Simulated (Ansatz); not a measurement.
`[Li][I]` + `[Li][OH]` → `[Li][O][Li]` + HI at 500 K and 1 bar (ligand exchange at a Li–I bond).

Gas-phase electronic energies from Ansatz, PBE0-D4/def2-TZVP geometries. CBS: MP2 limit from def2 TZ/QZ plus the TZ coupled-cluster correction, frozen cores. Elements past krypton have def2 core potentials. For I, Li outer-core shells are correlated without core-valence functions, which leaves a few kJ/mol of doubt a bond.

```
      species  CCSD(T)/CBS energy (Eh)  H − E (kJ/mol)  S (J/(mol·K))
    `[Li][I]`               -305.01891            19.4          250.2
   `[Li][OH]`                -83.31445            54.5          232.6
`[Li][O][Li]`                -90.22019            35.9          256.0
           HI               -298.03592            28.6          221.6
```

H − E and S are ideal-gas, rigid-rotor, harmonic terms from PBE0-D4/def2-TZVP. 1 Eh = 2625.50 kJ/mol, R = 8.31446 J/(mol·K).

By hand: ΔE, ΔH, ΔS and ΔG.

ΔE = (-90.22019) + (-298.03592) − (-305.01891) − (-83.31445) = 0.07725 Eh = 202.8 kJ/mol. Δ(H − E) = 35.9 + 28.6 − 19.4 − 54.5 = -9.4, so ΔH = 193.4 kJ/mol. ΔS = 256.0 + 221.6 − 250.2 − 232.6 = -5.2 J/(mol·K). ΔG = 193.4 − 500 × (-5.2)/1000 = 196.0 kJ/mol.

By hand: the equilibrium constant, and the temperature at which ΔG would vanish if ΔH and ΔS stayed fixed.

log₁₀ K = −ΔG/(RT ln 10) = -20.5. ΔH and −TΔS have one sign here, so there is no such temperature.

The number of gas molecules stays the same, so ΔS is small and ΔH decides. A doubt of 5 kJ/mol in ΔE shifts log₁₀ K by 0.5 here. These are equilibria of isolated gas molecules and say nothing of rates. Largest T1 diagnostic: 0.021 (customary marks: 0.02 for closed shells, 0.045 for open ones).

ΔS is within the doubt of such terms, so its sign, and with it that verdict, could turn.
